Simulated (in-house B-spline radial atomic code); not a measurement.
# Ionising Ge⁶⁺ with different functionals

Computed with a B-spline radial code for spherical atoms: scalar-relativistic (spin-free X2C) Hamiltonian, Fermi nucleus of rms radius 4.0742 fm, spin-polarised at highest spin, spherical fractional occupations for the functionals, the average over the highest-spin determinants for Hartree-Fock. The ionisation energy is the difference of two self-consistent energies, [Ar] 3d8 → [Ar] 3d7, without Breit or QED terms; ε is the level of the shell that loses the electron (its least bound occupied spin orbital). There is no spin-orbit coupling in this Hamiltonian.

Hybrids are left out here: with spherical fractional occupations of an open shell their exact exchange keeps a self-interaction that integer-occupation calculations don't have.

```tsv
method	rung	ΔSCF (eV)	-ε(3d) (eV)
Hartree-Fock	Hartree-Fock	143.38	146.72
LDA VWN5	LDA	?	?
LDA PW92	LDA	146.21	131.59
LDA exchange-only	LDA	143.84	129.31
PBE	GGA	145.81	131.21
PBEsol	GGA	145.77	131.17
BLYP	GGA	?	?
RPBE	GGA	145.71	131.11
PW91	GGA	146.00	131.39
BP86	GGA	145.93	131.31
AM05	GGA	145.83	131.22
OLYP	GGA	146.26	131.68
TPSS	meta-GGA	145.62	131.05
SCAN	meta-GGA	145.60	131.22
r2SCAN	meta-GGA	145.69	131.30
revTPSS	meta-GGA	145.42	130.88
```

**Question.** What does LDA VWN5 give?

**Answer.** ΔSCF 146.22 eV, and -ε(3d) = 131.60 eV.

**Question.** What does BLYP give?

**Answer.** ΔSCF 145.72 eV, and -ε(3d) = 131.12 eV.

**Question.** How do they compare with the NIST value?

**Answer.** NIST lists 145 eV ± 1.5 (tabulated theory, ground level to ground level). Errors run from -1.52 to +1.36 eV; all lie within about twice that uncertainty, so the table can't rank the methods. Hartree-Fock also lacks correlation.
